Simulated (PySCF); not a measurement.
# Electron correlation in Pb⁺ (lead, charge +1)

[Xe] 4f14 5d10 6s2 6p1, 2P determinant. Calculation: PySCF 2.14, in def2-QZVPPD with the def2 core potential (60 electrons) (8s6p5d4f1g, 88 functions); a scalar-relativistic core potential. Frozen: nothing; 21 electrons correlated.

MP2 pair energies summed by pair of shells (mhartree):

| pair | energy | share (%) |
| --- | --- | --- |
| 5d-5d | -279.97 | 48.4 |
| 5d-6s | -99.50 | 17.2 |
| 5p-5d | -77.68 | 13.4 |
| 5p-5p | -29.84 | 5.2 |
| 5d-6p | -21.60 | 3.7 |
| 6s-6s | -16.73 | 2.9 |
| 5s-5d | -15.71 | 2.7 |
| 6s-6p | -12.88 | 2.2 |
| 5s-5p | -9.87 | 1.7 |
| 5p-6s | -9.15 | 1.6 |
| 5s-5s | -2.66 | 0.5 |
| 5p-6p | -2.08 | 0.4 |
| 5s-6s | -0.85 | 0.1 |
| 5s-6p | -0.16 | 0.0 |

Total MP2 correlation energy: -578.69 mhartree.

Same-spin part -200.47 and opposite-spin part -378.22 mhartree; SCS-MP2 scales them by 1/3 and 6/5 to -520.69 mhartree.

The basis has no tight functions for the innermost shells, so their pair energies are far from complete.

This basis was not built for core-valence correlation, so the inner-shell part is incomplete.
